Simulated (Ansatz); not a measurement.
The first iterations of a band of ClF3Zr + H2 (7 atoms, charge 0, multiplicity 1).

Theory: RKS PBE0-D4/def2-mTZVP (Ansatz).

```yaml
movable_images: 9
climbing_image: yes
spring: 5.0 eV/Å²
optimiser: quadratic models (default)
start_path: through a guess of the saddle point
force_threshold: 0.05 eV/Å
iteration_limit: 60
end_points: relaxed
```

Image 0:

```xyz
7
Properties=species:S:1:pos:R:3
Zr -0.177 -0.181 -0.028
F -0.361 -0.331 1.856
F 1.652 -0.069 -0.520
Cl -1.392 1.657 -0.855
F -0.885 -1.759 -0.802
H 1.270 2.328 1.131
H 1.032 2.033 1.776
```

Image 10:

```xyz
7
Properties=species:S:1:pos:R:3
Zr -0.041 0.470 -0.221
F 0.944 -0.090 1.948
F 1.697 -0.029 -0.802
Cl -1.050 1.584 -2.022
F -1.239 -0.909 0.300
H -0.032 1.920 0.966
H 0.860 0.731 2.389
```

| iteration | highest image above the first end (eV) | largest band force component (eV/Å) |
| --- | --- | --- |
| 1 | 3.078 | 3.788 |
| 2 | 2.000 | 3.228 |
| 3 | 1.833 | 2.486 |
| 4 | 1.781 | 1.569 |
| 5 | 1.773 | 1.146 |

Task: Does the band converge within its limit, and where does its top end?

Result: The run converged. It ended after 16 iterations with the highest image 1.754 eV above the first end. A vibrational analysis at the climbing image gives one clearly imaginary mode, 283i cm⁻¹: a first-order saddle point. The orbitals stay closed-shell, which can raise the energy where a bond breaks towards radicals; this wasn't checked here.

Time of the run: 4.8 min on 4 threads of Arm Neoverse V2, on a shared host, peak memory 0.29 GiB.
